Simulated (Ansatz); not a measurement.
## Two structures, one formula

Two relaxed structures of CH3GeO (charge +1), closed shell (PBE0-D4/def2-TZVP; forces vanish, vibrations not checked).

A:

```csv
atom,x (Å),y (Å),z (Å)
O1,0.4952,-1.0983,0.4997
C2,-0.5338,-0.9035,-0.1349
Ge3,0.1794,0.8652,-0.0634
H4,-1.2706,-1.6669,-0.4146
H5,1.2382,1.1773,-1.1025
H6,-0.1083,1.6263,1.2157
```

B:

```
6
angstrom
O -0.4084 -1.6634 0.0999
C -0.1160 -0.5936 0.0675
Ge 0.4355 1.4254 0.0064
H -0.7903 1.9479 -0.7267
H 1.7274 1.2587 -0.7787
H 0.5294 1.6551 1.5069
```

Program: Ansatz 0.2.0. Basis: def2-TZVPP. Cores are frozen in the correlated methods. Filled d shells of the heavier atoms are correlated. The def2 sets are not built for correlating such inner shells, so the correlated values are less sure here. B3LYP uses VWN-RPA correlation.

(1) Which structure is lower at CCSD(T), and by how much? (Judge from chemistry; the value comes from the calculation.)

No T1 diagnostic of these runs exceeds 0.019.

Results:

(1) The calculation gives: B, by 129.2 kJ/mol (electronic energy, against the other). By their contacts, A is CH₃GeO ([CH]1[O][GeH2]1), total charge +1 and B is CH₃GeO ([O][C][GeH3]), total charge +1.

All methods give the same order:

```json
{"method": "PBE-D4", "E(B) − E(A) (kJ/mol)": "-92.4"}
{"method": "r2SCAN-D4", "E(B) − E(A) (kJ/mol)": "-102.3"}
{"method": "PBE0-D4", "E(B) − E(A) (kJ/mol)": "-102.1"}
{"method": "B3LYP-D4", "E(B) − E(A) (kJ/mol)": "-112.2"}
{"method": "wB97M-V", "E(B) − E(A) (kJ/mol)": "-118.0"}
{"method": "HF", "E(B) − E(A) (kJ/mol)": "-158.7"}
{"method": "MP2", "E(B) − E(A) (kJ/mol)": "-132.2"}
{"method": "CCSD", "E(B) − E(A) (kJ/mol)": "-134.4"}
{"method": "CCSD(T)", "E(B) − E(A) (kJ/mol)": "-129.2"}
```

Labels in which every atom is bracketed show which atoms are joined, not bond orders.

For scale, one of the runs: CCSD(T)/def2-TZVPP, 152 basis functions, launched by `ansatz run in.yaml --threads 2 --pin off --events-out ev --progress --plain --max-ram 4352MiB`. Time: 16 s of wall clock on 2 CPU threads of an AMD EPYC 9R14; the host was shared. Peak host memory: 1.1 GiB.
